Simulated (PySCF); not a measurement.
Al(Cl)(Me)(SeH) (CH4AlClSe), SMILES [CH3][Al]([Cl])[SeH].

Geometry optimised at B3LYP-D3(BJ)/def2-SVP. The structure was generated by enumeration; whether it is a known compound was not checked. One conformer was computed; it need not be the lowest.

Two levels are set side by side: PBE/def2-TZVP (PySCF) and PBE0/def2-TZVP (PySCF). Same geometry, gas phase. Differences are taken from unrounded values.

```csv
quantity,PBE0
orbital gap (eV),6.60
highest occupied level (eV),-7.45
lowest empty level (eV),-0.85
dipole moment (D),2.37
mean polarisability (bohr³),76.6
```

Question: What does PBE give, and how far is it from PBE0? (Estimate from the structure and the level; the computed values follow.)

Answer: 
| quantity | PBE | PBE minus PBE0 |
|---|---|---|
| orbital gap (eV) | 4.73 | -1.87 |
| highest occupied level (eV) | -6.32 | 1.13 |
| lowest empty level (eV) | -1.59 | -0.75 |
| dipole moment (D) | 2.26 | -0.11 |
| mean polarisability (bohr³) | 79.6 | 3.1 |

PBE's occupied levels lie high since its potential decays too fast outside the molecule; exact exchange lowers them and widens the gap. PBE's more diffuse valence density responds more strongly to a field. Differences between two approximate levels are no errors against the true value.

Rough cost on one machine, each run with all the roots and properties that it gave: PBE0 against PBE within a factor of 2.
